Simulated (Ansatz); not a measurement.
This geometry of Cl3FHOTa + H2 (9 atoms, charge 0, multiplicity 1) is a first-order saddle point.

Computed with RKS PBE0-D4/def2-SVP (Ansatz).

```xyz
9
Properties=species:S:1:pos:R:3
Ta -0.050 -0.254 -0.170
O 2.043 0.026 -0.268
H 2.454 0.045 0.610
F 0.425 -0.706 1.602
Cl 0.026 0.015 -2.461
Cl -0.745 1.879 0.367
Cl -1.918 -1.572 -0.135
H 0.970 -1.863 -0.552
H 1.736 -1.147 -0.468
```

Which two structures does it join? (They come from a converged band through this point; their orientation in space is the band's.)

Bonds broken: H8–H9. Bonds formed: Ta1–H8, O2–H9. Cl3FHOTa + H2 becomes Cl3FH3OTa.

Initial state:

```xyz
9
Properties=species:S:1:pos:R:3
Ta -0.125 0.321 -0.046
O 1.745 0.297 -0.173
H 2.340 0.099 0.563
F 0.114 -0.083 1.789
Cl -0.270 0.773 -2.321
Cl -1.159 2.284 0.533
Cl -1.355 -1.610 -0.255
H 1.503 -3.015 -0.703
H 2.148 -2.643 -0.860
```

Final state:

```xyz
9
Properties=species:S:1:pos:R:3
Ta -0.238 -0.494 -0.201
O 2.027 -0.167 -0.192
H 2.350 0.598 0.308
F 0.099 -1.239 1.499
Cl -0.233 -0.042 -2.478
Cl 0.084 1.727 0.514
Cl -2.426 -1.140 -0.146
H 0.663 -1.900 -0.725
H 2.616 -0.919 -0.054
```

How far does it lie above each of them?

116.8 kJ/mol above the first and 81.4 kJ/mol above the second. This is the barrier of this one path; another mechanism may lie lower. The orbitals stay closed-shell, which can raise the energy where a bond breaks towards radicals; this wasn't checked here.

Time of the run: 5.3 min on 4 threads of Arm Neoverse V1 (shared host), peak memory 0.34 GiB.
